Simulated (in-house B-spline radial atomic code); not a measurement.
## How G0W0 and RPA depend on the start: P8+

Configuration [He] 2s2 2p3, highest spin. Computed with an all-electron radial atomic-structure program (B-spline basis): all electrons, non-relativistic, point nucleus, each spin shell either full or empty, empty states to l = 9 with an (l + 1/2)⁻⁴ tail; G0W0 by contour deformation at full frequency.

```
            start  mean-field 2p up (eV)  G0W0 (eV)  QP weight  RPA correlation (Eh)
     Hartree-Fock                -374.28    -373.22      0.987              -0.34977
         LDA VWN5                -347.30    -372.42      0.970              -0.39918
              PBE                -347.64    -372.27      0.971              -0.39875
             PBE0                -354.53          ?          ?                     ?
           r2SCAN                -350.69    -372.45      0.975              -0.39044
            HSE06                -354.01    -372.60      0.978              -0.38414
  B3LYP (VWN-RPA)                -353.31    -372.53      0.977              -0.38618
             SCAN                -350.90    -372.42      0.975              -0.39043
             TPSS                -348.33    -372.32      0.973              -0.39487
        BHandHLYP                -361.36    -372.84      0.982              -0.37056
        CAM-B3LYP                -355.26    -372.63      0.978              -0.38149
          LC-wPBE                -353.59    -372.64      0.978              -0.38351
            wB97X                -355.60          ?          ?                     ?
           PBEsol                -347.29    -372.34      0.970              -0.39855
             BLYP                -347.68    -372.23      0.971              -0.39893
          r2SCAN0                -356.77    -372.70      0.980                -0.378
LDA exchange-only                -345.56    -372.46      0.969              -0.39885
```

Q: What G0W0 level, weight and RPA correlation energy follow from the PBE0 start?

A: G0W0 level -372.61 eV, weight 0.978, RPA correlation -0.38315 hartree.

Q: What G0W0 level, weight and RPA correlation energy follow from the wB97X start?

A: G0W0 level -372.59 eV, weight 0.980, RPA correlation -0.37856 hartree.

Q: How much of the dependence on the start does G0W0 remove?

A: The mean-field levels span 28.7 eV and the G0W0 levels 0.995 eV. Against 372.31 ± 0.21 eV (NIST, semi-empirical) the G0W0 removal energies are off by -0.08 to +0.91 eV, with relativity, Breit and QED terms left out.
